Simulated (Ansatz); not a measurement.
Stepwise reaction of `CN(C)[SiH](C)C` with hydrogen, as a gas-phase model of exchange steps in deposition or etching. ΔE in kJ/mol.

Program: Ansatz. Geometries: PBE0-D4/def2-TZVP. ΔE: electronic, gas phase. CCSD(T)/CBS adds triple-zeta CCSD(T) − MP2 to the extrapolated MP2 energy (def2 sets, frozen cores). This one scheme is used for every species. DFT in def2-TZVPP. B3LYP here is the variant with VWN-RPA as its local correlation; programs differ in this. One conformer a species, not always the lowest.

```csv
step,reaction,PBE-D4,B3LYP-D4,ωB97M-V,CCSD(T)/CBS
1,`CN(C)[SiH](C)C` + H₂ → `C[SiH2]N(C)C` + CH₄,-20.9,-25.5,-22.2,-22.4
2,`C[SiH2]N(C)C` + H₂ → `CN(C)[SiH3]` + CH₄,-20.7,-26.1,-22.4,-22.2
```

(1) By hand: ΔE of the 2 steps together at CCSD(T)/CBS.

## Answers

(1) (-22.4) + (-22.2) = -44.6 kJ/mol, or -22.3 kJ/mol a step.

In ΔE the steps differ by no more than 0.2 kJ/mol. All are downhill at CCSD(T)/CBS. PBE-D4 differs from CCSD(T)/CBS by 1.5 to 1.5 kJ/mol a step. Isolated molecules leave out the surface, adducts and barriers. Largest T1 diagnostic: 0.010.
